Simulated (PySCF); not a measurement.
Re(O)3(Me) anion (CH3O3Re), SMILES [Re](=[O])(=[O])(=[O])[CH3] (connectivity only; charge and spin as stated), charge -1, multiplicity 2.

Geometry optimised at B3LYP-D3(BJ)/def2-SVPD. The spin state was assumed, not searched. The isomer is the one that the SMILES or the coordinates give; other isomers of the formula were not compared. The def2 effective core potentials stand for the cores of Re; spin–orbit coupling is left out.

These are B3LYP-D3(BJ)/def2-SVPD (PySCF) values and carry that method's errors.

Frequencies are harmonic and unscaled.

Computed normal modes with their intensities:
| mode | ν (cm⁻¹) | IR (km/mol) | moving atoms (share of kinetic energy) |
|---|---|---|---|
| 1 | 66 | 0.9 | H 89 %, O 9 % |
| 2 | 119 | 0.5 | O 51 %, C 30 %, H 14 % |
| 3 | 161 | 10.8 | O 64 %, C 19 %, H 17 % |
| 4 | 227 | 8.5 | O 65 %, Re 12 %, H 12 %, C 11 % |
| 5 | 229 | 22.4 | O 82 %, Re 14 % |
| 6 | 285 | 4.8 | O 89 %, Re 9 % |
| 7 | 536 | 18.2 | C 70 %, H 20 %, Re 9 % |
| 8 | 677 | 21.9 | H 76 %, C 15 %, O 10 % |
| 9 | 759 | 3.3 | H 83 %, C 16 % |
| 10 | 844 | 199.5 | O 89 %, Re 11 % |
| 11 | 876 | 342.3 | O 80 %, Re 12 % |
| 12 | 938 | 57.6 | O 98 % |
| 13 | 1184 | 2.2 | H 81 %, C 19 % |
| 14 | 1411 | 2.4 | H 95 % |
| 15 | 1416 | 2.8 | H 95 % |
| 16 | 3002 | 42.5 | H 98 % |
| 17 | 3090 | 28.6 | H 90 %, C 10 % |
| 18 | 3100 | 15.9 | H 91 %, C 9 % |
